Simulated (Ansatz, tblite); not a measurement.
Forces on (AgH)4 ring (Ag₄H₄) at its PBE0-D4/def2-SVP geometry. Total charge 0; singlet.

In the def2 sets Ag takes a core potential; there is no spin–orbit coupling. The xTB rows come from tblite. HSE06 is defined as in plane-wave codes, on full-range PBE exchange.

GFN1-xTB (tblite), largest force 0.71 eV/Å:

```xyz
8
positions Å, forces eV/Å
Ag    1.901    0.039    0.362    0.172    0.003    0.033
H     2.030   -1.097   -1.014   -0.572    0.309    0.286
Ag    0.304   -1.230   -1.463    0.027   -0.111   -0.132
H    -1.471   -1.169   -1.680    0.415    0.330    0.474
Ag   -1.901   -0.039   -0.362   -0.172   -0.003   -0.033
H    -2.030    1.097    1.014    0.572   -0.309   -0.286
Ag   -0.304    1.230    1.463   -0.027    0.111    0.132
H     1.471    1.169    1.680   -0.415   -0.329   -0.474
```

GFN2-xTB (tblite), largest force 0.23 eV/Å:

```
Ag 0.146 0.003 0.028
H -0.184 0.099 0.092
Ag 0.023 -0.095 -0.113
H 0.133 0.106 0.152
Ag -0.146 -0.003 -0.028
H 0.184 -0.099 -0.092
Ag -0.023 0.095 0.113
H -0.133 -0.106 -0.152
```

HSE06-D4/def2-TZVP (Ansatz), largest force 0.01 eV/Å:

```
Ag -0.014 -0.001 -0.003
H -0.009 0.005 0.005
Ag -0.003 0.009 0.011
H 0.007 0.005 0.008
Ag 0.014 0.001 0.003
H 0.009 -0.005 -0.005
Ag 0.003 -0.009 -0.011
H -0.007 -0.005 -0.008
```
